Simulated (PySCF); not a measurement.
Si(H)(OH)2(SMe) (CH6O2SSi), SMILES O[SiH](SC)O.

Geometry: B3LYP-D3(BJ)/def2-SVP. The structure was generated by enumeration, and PubChem lists no compound with its InChIKey, so it may never have been made. The values are those of a single conformer.

Computed with TDA-PBE0/def2-SVPD run with PySCF.

Vertical excitations. Isolated molecule, no solvent.

Computed lowest excited states:
```csv
state,energy (eV),λ (nm),f,main pairs
S1,5.64,220,0.003,"HOMO→LUMO 76 %, HOMO→LUMO+1 18 %"
S2,6.20,200,0.042,"HOMO→LUMO+1 77 %, HOMO→LUMO 18 %"
S3,6.79,183,0.036,HOMO→LUMO+2 80 %
S4,7.00,177,0.016,"HOMO→LUMO+3 72 %, HOMO→LUMO+2 12 %"
S5,7.20,172,0.011,"HOMO→LUMO+4 81 %, HOMO→LUMO+3 13 %"
S6,7.30,170,0.015,HOMO−1→LUMO 77 %
S7,7.56,164,0.001,"HOMO→LUMO+5 41 %, HOMO−1→LUMO+1 40 %, HOMO−1→LUMO 13 %"
S8,7.62,163,0.077,"HOMO−1→LUMO+1 48 %, HOMO→LUMO+5 41 %"
S9,7.80,159,0.011,HOMO→LUMO+6 94 %
S10,8.00,155,0.048,"HOMO−2→LUMO 63 %, HOMO→LUMO+7 13 %"
T1,5.23,237,0,"HOMO→LUMO 66 %, HOMO→LUMO+1 19 %"
T2,5.94,209,0,"HOMO→LUMO+1 74 %, HOMO→LUMO 19 %"
T3,6.26,198,0,"HOMO→LUMO+2 58 %, HOMO→LUMO+3 28 %"
T4,6.62,187,0,"HOMO−1→LUMO 59 %, HOMO−1→LUMO+1 18 %"
```
Triplets are in the Tamm–Dancoff approximation.
